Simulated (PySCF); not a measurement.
Question: Write Cartesian coordinates for 1-allylimidazole (`C=CCN1C=CN=C1`) as optimised with GFN2-xTB.

Answer: 
```
atom  x, y, z in Å
C1    -2.6204   -0.4754    0.7948
C2    -1.7062    0.0962    0.0360
C3    -0.5929   -0.6491   -0.6456
N4     0.6906   -0.1135   -0.2672
C5     1.4229    0.8216   -0.9427
C6     2.5232    1.0674   -0.1738
N7     2.4778    0.3129    0.9547
C8     1.3737   -0.3747    0.8725
H9    -3.4007    0.0928    1.2704
H10   -2.6320   -1.5394    0.9665
H11   -1.7024    1.1664   -0.1219
H12   -0.6305   -1.7093   -0.3782
H13   -0.6961   -0.5555   -1.7324
H14    1.1122    1.2124   -1.8903
H15    3.3417    1.7330   -0.3609
H16    1.0313   -1.0768    1.6066
```

Orientation and origin are arbitrary. Atoms count from 1 in this order. The C–N distances run from 1.303 Å (N7–C8, aromatic) to 1.441 Å (C3–N4, drawn single), a spread of 0.138 Å. N4 (pyrrole-type nitrogen) is planar (angles 127.0°, 126.8° and 106.1°, sum 359.9°, 0.03 Å off the plane of its three neighbours). Of the pairs four or more bonds apart, H10···H12 is among the closest relative to their van der Waals radii: 2.42 Å, 101 % of the sum of Bondi's values. The 3 C–C bonds span 1.318 Å (C1=C2, drawn double) to 1.503 Å (C2–C3, drawn single), a spread of 0.185 Å.

Bonds between heavy atoms (Å): C1=C2 1.318, C2–C3 1.503, C3–N4 1.441, N4–C5 1.366, C5–C6 1.365, C6–N7 1.358, N7–C8 1.303, N4–C8 1.354.

Structure optimised with GFN2-xTB, isolated species.

Point group: C1 (no symmetry element, even within 0.4 Å). Not checked by GFN2-xTB frequencies. The numbers are those of one conformer (C1–C2–C3–N4 -124°, C2–C3–N4–C5 -95°).

All values are computed, not measured.
